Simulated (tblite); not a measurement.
Species: C7H10FNO.
Geometry (GFN2-xTB, Å), atoms numbered from 1 in this order:
```
atom  x, y, z in Å
C1    -3.1880   -0.2106   -0.5264
C2    -1.9630   -0.1276    0.3675
O3    -0.8943    0.4192   -0.3883
C4     0.2868    0.5681    0.3288
C5     1.4442    1.1556   -0.4954
C6     2.3774    0.0463    0.0419
C7     3.1697   -0.6526   -0.9287
N8     3.7755   -1.2150   -1.7183
C9     1.1341   -0.7036    0.5678
F10    1.2215   -1.1240    1.8664
H11   -3.4581    0.7815   -0.8767
H12   -2.9749   -0.8350   -1.3894
H13   -4.0203   -0.6352    0.0274
H14   -2.1616    0.5157    1.2383
H15   -1.6894   -1.1259    0.7383
H16    0.1169    1.0992    1.2773
H17    1.7320    2.1775   -0.2674
H18    1.2456    1.0541   -1.5597
H19    3.0085    0.3823    0.8675
H20    0.8323   -1.5594   -0.0416
```

Computed values, GFN2-xTB/tblite, gas phase, harmonic and unscaled. This tight-binding method is rough: wavenumbers can miss measured ones by several per cent, in bad cases by 10 to 20. One conformer, not necessarily the lowest.

Harmonic wavenumbers (cm⁻¹): 37.8, 61.7, 81.4, 136.3, 155.3, 206.0, 215.7, 289.3, 317.3, 376.8, 401.9, 498.4, 532.4, 548.0, 625.3, 837.3, 850.5, 891.9, 943.5, 1024.6, 1038.8, 1048.5, 1074.5, 1079.9, 1089.6, 1103.4, 1117.1, 1147.1, 1149.5, 1166.8, 1190.0, 1210.1, 1228.0, 1254.6, 1269.5, 1296.8, 1324.7, 1351.0, 1401.5, 1453.9, 1472.4, 1491.9, 1493.8, 2407.6, 2855.6, 2865.2, 2889.2, 2963.1, 2973.1, 3036.9, 3038.2, 3050.7, 3053.4, 3057.1.

A = 2356, B = 699.8, C = 634.8 MHz; mass 143.075 u (most abundant isotopes); point group C1, symmetry number 1.

What is the zero-point energy?

Half the sum of the wavenumbers: 34837 cm⁻¹ = 416.75 kJ/mol.

What is S at 400 K and 1 bar for an ideal gas of classical rigid rotors and harmonic oscillators?

Translation 176.87, rotation 129.64, vibration 177.98: S = 484.5 J/(mol K).

And Cp and H(400 K) − H(0)?

Cp = 209.08 J/(mol K), of which vibrations give 175.83 (their classical limit is 54 R = 449.0); H(400 K) − H(0) = 49.22 kJ/mol without the zero-point energy, 35.92 from vibrations.

Blend soft modes into free rotors: weight 1/[1 + (100 cm⁻¹/ν̃)⁴] for the oscillator and the rest for a rotor with moment μB/(μ + B), μ = h/(8π²ν), B = 10⁻⁴⁴ kg m². What vibrational entropy results?

161.46 J/(mol K) in place of 177.98, which changes −T·S at 400 K by +6.61 kJ/mol.

How do the functions run with temperature in this model?

```json
{"T (K)": "100", "S (J/(mol K))": "303.1", "Cp (J/(mol K))": "83.4", "H − H(0) (kJ/mol)": "5.79", "G − H(0) (kJ/mol)": "-24.52", "ln q(vib)": "2.17"}
{"T (K)": "200", "S (J/(mol K))": "373.3", "Cp (J/(mol K))": "122.9", "H − H(0) (kJ/mol)": "16.15", "G − H(0) (kJ/mol)": "-58.52", "ln q(vib)": "5.10"}
{"T (K)": "300", "S (J/(mol K))": "430.9", "Cp (J/(mol K))": "165.1", "H − H(0) (kJ/mol)": "30.49", "G − H(0) (kJ/mol)": "-98.78", "ln q(vib)": "7.89"}
{"T (K)": "500", "S (J/(mol K))": "535.5", "Cp (J/(mol K))": "248.1", "H − H(0) (kJ/mol)": "72.14", "G − H(0) (kJ/mol)": "-195.59", "ln q(vib)": "13.29"}
{"T (K)": "800", "S (J/(mol K))": "671.5", "Cp (J/(mol K))": "329.5", "H − H(0) (kJ/mol)": "159.90", "G − H(0) (kJ/mol)": "-377.26", "ln q(vib)": "21.08"}
{"T (K)": "1000", "S (J/(mol K))": "748.9", "Cp (J/(mol K))": "364.1", "H − H(0) (kJ/mol)": "229.45", "G − H(0) (kJ/mol)": "-519.46", "ln q(vib)": "25.95"}
```

q(vib) and H(0) count from the zero-point level.

Hindered rotation and anharmonicity are outside this model. Other conformers, if any are populated, would add a mixing term that is left out. The structure is chiral; the term R ln 2 for an equal mix with its mirror image is left out.
